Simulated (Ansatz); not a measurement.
Consider the redistribution: `[OH][Ti]([OH])([OH])[Cl]` + `[NH2][SnH2][NH2]` → `[NH2][Ti]([OH])([OH])[Cl]` + `[NH2][SnH2][OH]`.

Computed with Ansatz on PBE0-D4/def2-TZVP structures; ΔE is electronic, products minus reactants. CCSD(T)/CBS is the MP2 limit (def2-TZVPP, def2-QZVPP) plus CCSD(T) − MP2 in def2-TZVPP, frozen cores. DFT in def2-TZVPP. Elements past krypton have def2 core potentials. For Sn, Ti outer-core shells are correlated without core-valence functions, which leaves a few kJ/mol of doubt a bond. Scalar relativity is left out up to krypton. Each species was taken in one conformer, which may not be the lowest.

```
             level  ΔE (kcal/mol)  difference from CCSD(T)/CBS
       LDA (SPW92)            7.8                          1.7
         revPBE-D4            7.0                          0.9
            B97M-V            7.0                          0.9
           ωB97X-V            7.4                          1.3
            B2PLYP            7.0                          0.9
               PBE            7.2                          1.1
              BLYP            6.8                          0.7
              PBE0            7.4                          1.3
           r2SCAN0            7.5                          1.4
             BHLYP            7.2                          1.1
       HF/def2-SVP            8.3                          2.2
     CCSD/def2-SVP            9.0                          2.9
    MP2/def2-TZVPP            7.4                          1.3
CCSD(T)/def2-TZVPP            7.3                          1.2
      HF/CBS(def2)            7.4                          1.3
    CCSD/CBS(def2)            6.3                          0.2
       CCSD(T)/CBS            6.1                            0
```

Task: What do rigid-rotor, harmonic-oscillator terms from PBE0-D4/def2-TZVP frequencies (298.15 K, 1 bar) make of the CCSD(T)/CBS value? (Estimate.)

Result: Ansatz gave: ΔZPE = -0.1 kcal/mol, ΔH = +6.0 kcal/mol, ΔS = 12 J/(mol·K), ΔG = +5.1 kcal/mol.

Largest T1 diagnostic among the species: 0.024, so the coupled-cluster value is less sure than usual.

At CCSD(T), def2-SVP lies +2.9 kcal/mol from the extrapolated value and def2-TZVPP +1.3 kcal/mol. Leaving LDA and LC-ωPBE aside and taking each functional with its dispersion term where it has one, the values, not all of them listed here, spread over 0.8 kcal/mol, from BLYP-D4 to PBE-QIDH.
